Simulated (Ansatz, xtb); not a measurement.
# C2H5AlBr: where a starting geometry ends

The starting geometry of this gas-phase doublet was built from a drawn formula by distance geometry and a force field; its bonds are those of `[CH3][Al][CH2]Br`.

```
atom    x (Å)    y (Å)    z (Å)
   C   0.1792  -1.3869   0.2275
   C  -0.0118   0.8162  -2.3981
  Al   0.9558  -0.5740  -1.3967
  Br  -1.6847   0.0675  -3.0306
   H   0.8468  -2.1344   0.6932
   H  -0.7852  -1.9016  -0.0046
   H  -0.0290  -0.5925   0.9630
   H   0.5534   1.1027  -3.3590
   H  -0.1734   1.6735  -1.7522
```

Where would you expect an optimisation with r2SCAN-D4/def2-SVP to take it?

A new bond forms, giving a structure with Br4 bridging Al3 and C2, given below by its coordinates. Contacts that close: Al3–Br4 (3.17 → 2.69 Å).

The energy falls by 0.24 eV over 21 steps:

```
step  E − E(last) (eV)
   1             0.236
   3             0.092
   5             0.037
   8             0.010
  10             0.007
  12             0.003
  14             0.001
  17             0.000
  19             0.000
  21             0.000
```

Final geometry (Å):

```xyz
9

C     0.1878   -1.3047    0.2187
C     0.0087    0.8821   -2.3309
Al    0.9265   -0.6742   -1.4967
Br   -1.1276   -0.5375   -3.2319
H     0.2861   -2.3924    0.3634
H    -0.8830   -1.0439    0.2879
H     0.7081   -0.8171    1.0625
H     0.4473    1.4516   -3.1610
H    -0.7027    1.5065   -1.7694
```

From the same start GFN2-xTB reaches the same bonding as this run.

No frequencies were run, so the end isn't proven a minimum. Open shells are spin-unrestricted. Run with Ansatz 0.2.0, 89 s on 2 threads of Intel(R) Xeon(R) 6975P-C (Granite Rapids) (shared host).
